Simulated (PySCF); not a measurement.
Species: 1,3,5-norcaratriene, C₇H₆.
Z-matrix (Å and degrees, PBE0-D3(BJ)/def2-SVP geometry), rows numbered from 1:
```
C 
C   1  1.4015
C   2  1.4098  1  122.30
C   3  1.3782  2  113.33  1    -0.02
C   4  1.3516  3  124.36  2     0.01
C   5  1.3782  4  124.40  3    -0.01
C   5  1.4931  4   63.09  3  -180.00
H   1  1.0932  2  118.55  3  -180.00
H   2  1.0932  1  118.54  3  -179.99
H   3  1.0929  2  121.42  1  -179.99
H   6  1.0929  1  121.43  2   179.99
H   7  1.1005  4  119.56  5  -106.74
H   7  1.1005  4  119.56  5   106.73
```

All values: PBE0/pcSseg-1 and CAM-B3LYP/def2-SVPD (PySCF, non-relativistic), on one gas-phase PBE0-D3(BJ)/def2-SVP geometry that isn't relaxed in the solvent. The solvent is an IEF-PCM continuum (van der Waals radii × 1.2). Only the electrostatic response of the medium enters.

Gas phase at PBE0/pcSseg-1: HOMO -6.93 eV, LUMO -0.46 eV, dipole 0.08 D.

**Question.** What does the continuum do to the energy, the frontier levels and the dipole at PBE0/pcSseg-1 in chloroform and acetone?

**Answer.** 
| solvent | ε | E(solvent) − E(gas) (kJ/mol) | polarisation term (kJ/mol) | distortion of the solute (kJ/mol) | HOMO (eV) | LUMO (eV) | dipole (D) |
| --- | --- | --- | --- | --- | --- | --- | --- |
| chloroform | 4.711 | -7.71 | -8.34 | 0.63 | -6.95 | -0.48 | 0.08 |
| acetone | 20.49 | -10.54 | -11.73 | 1.19 | -6.98 | -0.51 | 0.08 |

The polarisation term is half the interaction of the solute with the surface charges that it induces; the rest is the cost of distorting the solute's density. The sum is the electrostatic part of solvation alone. From chloroform to acetone the lowering changes by a factor 1.37, Onsager's factor (ε − 1)/(2ε + 1) by 1.30 and ε itself by 4.3.

**Question.** Which Hirshfeld charges (PBE0/pcSseg-1) respond most in acetone (means over atoms taken as equivalent)?

**Answer.** 
```csv
atoms,environment,gas (e),solvent (e),change
C4/C5,substituted aromatic carbon,-0.024,-0.032,-0.008
H8/H9,aromatic hydrogen,+0.048,+0.055,+0.007
H10/H11,aromatic hydrogen,+0.051,+0.057,+0.006
H12/H13,methylene hydrogen,+0.048,+0.054,+0.006
C3/C6,aromatic CH carbon,-0.043,-0.049,-0.006
C1/C2,aromatic CH carbon,-0.049,-0.055,-0.006
C7,benzylic-type carbon,-0.061,-0.061,0.000
```

Gas phase at CAM-B3LYP/def2-SVPD: HOMO -8.09 eV, LUMO 0.58 eV, dipole 0.00 D.

**Question.** What does the continuum do to the energy, the frontier levels and the dipole at CAM-B3LYP/def2-SVPD in chloroform and acetone?

**Answer.** 
| solvent | ε | E(solvent) − E(gas) (kJ/mol) | polarisation term (kJ/mol) | distortion of the solute (kJ/mol) | HOMO (eV) | LUMO (eV) | dipole (D) |
| --- | --- | --- | --- | --- | --- | --- | --- |
| chloroform | 4.711 | -6.66 | -7.27 | 0.61 | -8.09 | 0.59 | 0.01 |
| acetone | 20.49 | -9.12 | -10.30 | 1.18 | -8.11 | 0.57 | 0.01 |

**Question.** How does the static polarisability (CAM-B3LYP/def2-SVPD, frozen core, with the continuum's full static response) change?

**Answer.** 
```json
{"medium": "gas", "isotropic (au)": "76.8", "principal values (au)": "48.2, 83.3, 98.8", "⟨r²⟩ of the electrons (bohr²)": "612.3"}
{"medium": "chloroform", "isotropic (au)": "98.0", "principal values (au)": "59.8, 107.7, 126.6", "⟨r²⟩ of the electrons (bohr²)": "611.4"}
{"medium": "acetone", "isotropic (au)": "106.6", "principal values (au)": "65.7, 117.4, 136.8", "⟨r²⟩ of the electrons (bohr²)": "611.0"}
```

The isotropic value in acetone is 1.39 times the gas-phase one; no cavity-field correction is applied. ⟨r²⟩ is taken about the centre of nuclear charge.

Rough CPU time on one thread of a shared machine: about 23 s. This is the whole shielding run at PBE0/pcSseg-1 in acetone, SCF included.
